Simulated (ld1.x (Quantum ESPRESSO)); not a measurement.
## Te (Z = 52): excitation energies, all-electron against TM semilocal

- Element: tellurium
- Generator: ld1.x (Quantum ESPRESSO) 7.5
- Type: norm-conserving Troullier–Martins (semilocal form)
- Functional: PBEsol
- Relativity: scalar-relativistic
- Frozen core: [Kr]
- Valence charge: 16
- Reference configuration: 4d10 5s1.75 5p4.25
- Partial waves: 5p (bound): rc 1.90 bohr; 4d (bound): rc 0.98 bohr; 4f channel at 0.35 Ry: rc 2.06 bohr; 5s (bound): rc 1.54 bohr
- Local potential: the s channel
- Core correction: none

Energies are relative to the spin-unpolarised reference configuration 4d10 5s1.75 5p4.25; without spin polarisation the order of configurations can differ from experiment.

```csv
valence configuration,charge,ΔE all-electron (eV),error AE − PS (meV)
4d10 5s2 5p4,0,-2.302,+0.1
4d10 5s2 5p3,+1,7.451,-1.9
4d10 5s2 5p2,+2,25.420,-1.5
4d10 5s2 5p4.3,-0.3,-3.775,+0.9
4d10 5s2 5p3.5,+0.5,1.605,-1.1
4d10 5s2 5p1,+3,52.375,+2.2
```

Task: What are ΔE and the potential's error for 4d10 5s1 5p4?

Result: ΔE = 17.323 eV all-electron; the error (AE − PS) is +3.1 meV.

Levels in the configuration 4d10 5s2 5p2:

```
level  all-electron (eV)  pseudo (eV)
   4d            -60.948      -60.752
   5s            -32.801      -32.777
   5p            -22.357      -22.349
```

ld1.x printed “convergence not achieved” for 7 of the counted tests; their residual had stalled under 1e-8, short of the target of 1e-14.
